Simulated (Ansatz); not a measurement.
One change: `[SH][GaH2]` becomes `[CH3][GaH][SH]`.

Ansatz, PBE0-D4/def2-TZVP geometries, multiplicity 1. Each molecule was computed in one conformer, which needn't be the lowest.

Scalar relativity is left out up to krypton.

```csv
property,`[SH][GaH2]`
size of the dipole moment (B3LYP/def2-TZVPP) / D,1.08
HOMO–LUMO gap (ωB97M-V/def2-TZVPP) / eV,10.10
HOMO energy (ωB97M-V/def2-TZVPP) / eV,-9.90
HOMO–LUMO gap (PBE/def2-TZVPP) / eV,4.30
HOMO–LUMO gap (B3LYP/def2-TZVPP) / eV,5.72
HOMO energy (B3LYP/def2-TZVPP) / eV,-7.49
```

Question: What does the change do to each property? (An estimate is asked.)

Answer: The calculation gave: 
```json
{"property": "size of the dipole moment (B3LYP/def2-TZVPP) / D", "`[CH3][GaH][SH]`": "1.91", "shift": "0.83"}
{"property": "HOMO–LUMO gap (ωB97M-V/def2-TZVPP) / eV", "`[CH3][GaH][SH]`": "10.34", "shift": "0.24"}
{"property": "HOMO energy (ωB97M-V/def2-TZVPP) / eV", "`[CH3][GaH][SH]`": "-9.71", "shift": "0.19"}
{"property": "HOMO–LUMO gap (PBE/def2-TZVPP) / eV", "`[CH3][GaH][SH]`": "4.52", "shift": "0.22"}
{"property": "HOMO–LUMO gap (B3LYP/def2-TZVPP) / eV", "`[CH3][GaH][SH]`": "5.96", "shift": "0.24"}
{"property": "HOMO energy (B3LYP/def2-TZVPP) / eV", "`[CH3][GaH][SH]`": "-7.27", "shift": "0.22"}
```

With PBE0 the HOMO rises by 0.21 eV and the LUMO rises by 0.45 eV, so the gap widens by about 0.24 eV. PBE moves the HOMO by 0.23 eV and ωB97M-V by 0.19 eV. The zero-point energy changes by 76.5 kJ/mol with +9 modes. Dipoles are sizes alone; their direction can turn.

B3LYP here is the variant with VWN-RPA as its local correlation; programs differ in this.
